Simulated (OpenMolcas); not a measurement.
Ar4+: input and output

Input:

```
&GATEWAY
Coord
1

Ar 0.0 0.0 0.0
Basis=ANO-RCC-VTZP
Group=XYZ
NoMove
AngMom=0.0 0.0 0.0
AMFI
&SEWARD
* reference wave functions (RASSCF and RASSI steps not shown): 4 electrons in 9 orbitals (RAS2 3s 3p; RAS3 3d, at most 2 electrons)
>>> COPY JOB001 $Project.JobIph
&CASPT2
Multistate=6 1 2 3 4 5 6
Frozen=1 0
IPEA=0.25
Imaginary=0.1
MaxIter=60
WThr=0.0 0.3 0.05
PrWF=0.5
NoMix
>>> COPY JOB002 $Project.JobIph
&CASPT2
Multistate=12 1 2 3 4 5 6 7 8 9 10 11 12
Frozen=1 0
IPEA=0.25
Imaginary=0.1
MaxIter=60
WThr=0.0 0.3 0.05
PrWF=0.5
NoMix
>>> COPY JOB003 $Project.JobIph
&CASPT2
Multistate=1 1
Frozen=1 0
IPEA=0.25
Imaginary=0.1
MaxIter=60
WThr=0.0 0.3 0.05
PrWF=0.5
NoMix
...
```

Output, cut to the results:

```
--- CASPT2 ---
Orbital specifications:
      -----------------------

      Symmetry species                           1   2
                                                ag  au
      Frozen orbitals                            1   0
      Inactive orbitals                          1   3
      Active orbitals                            6   3
      Secondary orbitals                         7  13
      Deleted orbitals                           0   0
      Number of basis functions                 15  19
Type of calculation                        MS-CASPT2
      Fock operator                              state-specific
      IPEA shift                                 0.25
      Real shift                                 0.00
      Imaginary shift                            0.10
      The input orbitals will be transformed to quasi-canonical
Reference energy:        -523.6080325984
      E2 (Non-variational):      -0.0483322912
      Shift correction:          -0.0000085325
      E2 (Variational):          -0.0483408237
      Total energy:            -523.6563734221
      Residual norm:              0.0000000811
      Reference weight:           0.99500
      Contributions to the CASPT2 correlation energy
      Active & Virtual Only:         -0.0177029328
      One Inactive Excited:          -0.0112945403
      Two Inactive Excited:          -0.0193348181
Reference energy:        -523.6080325984
      E2 (Non-variational):      -0.0483336463
      Shift correction:          -0.0000085345
      E2 (Variational):          -0.0483421809
      Total energy:            -523.6563747793
      Residual norm:              0.0000000812
      Reference weight:           0.99500
      Contributions to the CASPT2 correlation energy
      Active & Virtual Only:         -0.0177042879
      One Inactive Excited:          -0.0112945403
      Two Inactive Excited:          -0.0193348180
::    CASPT2 Root  1     Total energy:   -523.65637342
::    CASPT2 Root  2     Total energy:   -523.65637478
::    CASPT2 Root  3     Total energy:   -523.65637423
::    CASPT2 Root  4     Total energy:   -522.42611758
::    CASPT2 Root  5     Total energy:   -522.42611442
::    CASPT2 Root  6     Total energy:   -522.42611361
::    MS-CASPT2 Root  1     Total energy:   -523.65642131
::    MS-CASPT2 Root  2     Total energy:   -523.65642076
::    MS-CASPT2 Root  3     Total energy:   -523.65641996
::    MS-CASPT2 Root  4     Total energy:   -522.42607105
::    MS-CASPT2 Root  5     Total energy:   -522.42606789
::    MS-CASPT2 Root  6     Total energy:   -522.42606708
--- CASPT2 ---
Orbital specifications:
      -----------------------

      Symmetry species                           1   2
                                                ag  au
      Frozen orbitals                            1   0
      Inactive orbitals                          1   3
      Active orbitals                            6   3
      Secondary orbitals                         7  13
      Deleted orbitals                           0   0
      Number of basis functions                 15  19
Type of calculation                        MS-CASPT2
      Fock operator                              state-specific
      IPEA shift                                 0.25
      Real shift                                 0.00
      Imaginary shift                            0.10
      The input orbitals will be transformed to quasi-canonical
Reference energy:        -523.5290863452
      E2 (Non-variational):      -0.0571667580
      Shift correction:          -0.0000174729
      E2 (Variational):          -0.0571842309
      Total energy:            -523.5862705761
      Residual norm:              0.0000001179
      Reference weight:           0.99230
      Contributions to the CASPT2 correlation energy
      Active & Virtual Only:         -0.0261357305
      One Inactive Excited:          -0.0115275039
      Two Inactive Excited:          -0.0195035235
Reference energy:        -523.5290863452
      E2 (Non-variational):      -0.0571916518
      Shift correction:          -0.0000175530
      E2 (Variational):          -0.0572092049
      Total energy:            -523.5862955501
      Residual norm:              0.0000001205
      Reference weight:           0.99229
      Contributions to the CASPT2 correlation energy
      Active & Virtual Only:         -0.0261610931
      One Inactive Excited:          -0.0115275077
      Two Inactive Excited:          -0.0195030510
::    CASPT2 Root  1     Total energy:   -523.58627058
::    CASPT2 Root  2     Total energy:   -523.58629555
::    CASPT2 Root  3     Total energy:   -523.58630520
::    CASPT2 Root  4     Total energy:   -523.58629094
::    CASPT2 Root  5     Total energy:   -523.58626959
::    CASPT2 Root  6     Total energy:   -523.48592125
::    CASPT2 Root  7     Total energy:   -522.39269158
::    CASPT2 Root  8     Total energy:   -522.39271279
::    CASPT2 Root  9     Total energy:   -522.39270473
::    CASPT2 Root 10     Total energy:   -522.39270922
::    CASPT2 Root 11     Total energy:   -522.39268965
::    CASPT2 Root 12     Total energy:   -522.20989210
::    MS-CASPT2 Root  1     Total energy:   -523.58638154
::    MS-CASPT2 Root  2     Total energy:   -523.58635805
::    MS-CASPT2 Root  3     Total energy:   -523.58635012
::    MS-CASPT2 Root  4     Total energy:   -523.58633766
::    MS-CASPT2 Root  5     Total energy:   -523.58632028
::    MS-CASPT2 Root  6     Total energy:   -523.48623117
::    MS-CASPT2 Root  7     Total energy:   -522.39282648
::    MS-CASPT2 Root  8     Total energy:   -522.39273859
::    MS-CASPT2 Root  9     Total energy:   -522.39264483
::    MS-CASPT2 Root 10     Total energy:   -522.39252540
::    MS-CASPT2 Root 11     Total energy:   -522.39246462
::    MS-CASPT2 Root 12     Total energy:   -522.20957447
--- CASPT2 ---
Orbital specifications:
      -----------------------

      Symmetry species                           1   2
...
```

Levels above the lowest, from the spin-orbit matrix with the single-state CASPT2 energies, averaged by term, on its diagonal:

```tsv
Configuration	Term	J	E (cm-1)	Measured (cm-1)	g	Term weight %
3s2 3p2	3P	0	0.0	0.0		100
3s2 3p2	3P	1	681	763	1.501	100
3s2 3p2	3P	2	1841	2029	1.500	100
3s2 3p2	1D	2	16717	16299	1.002	100
3s2 3p2	1S	0	38772	37912		100
3s 3p3	5S*	2	83783		2.002	100
3s 3p3	3D*	1	122559	121629	0.500	100
3s 3p3	3D*	2	122582	121675	1.168	100
3s 3p3	3D*	3	122678	121803	1.334	100
3s 3p3	3P*	2	143188	141763	1.500	100
3s 3p3	3P*	0	143204	141893		100
3s 3p3	3P*	1	143204	141770	1.500	100
3s 3p3	1D*	2	160676	154211	1.001	100
```

Against the 11 measured excited levels shown (Saloman, J. Phys. Chem. Ref. Data 39, 033101 (2010)) the mean absolute deviation is 1400 cm-1; the largest miss in energy is 3s 3p3 1D* 2: computed 160676, measured 154211 cm-1 (+4.2 %), and the largest in proportion 3s2 3p2 3P1 (-10.8 %).

Configurations are named by rounded mean occupations; where the s occupation lies near a half they are strongly mixed, a name can repeat and a true partner stay unpaired. Some terms take much of their weight from 3d, a shell meant for correlation, so their names are nominal. Some terms mix strongly with configurations of 3d, whose occupation reaches 0.44 (3s 3p3 1D*). Measured partners are found by configuration, term and J. A level has none where our copy of the source lacks it or the pairing is in doubt (some pairs that miss far off the trend of their configuration count as doubtful), and it then counts in no deviation. Levels of configurations outside the active space are missing. The first state left out of the spin-orbit step lies near 220000 cm-1 above the lowest spin-free state of the reference (among the parities and spins computed), and the list stops at four fifths of that energy or lower.

The term weight is that of the spin-free term in the level, not the purity of its configuration. * marks odd parity.
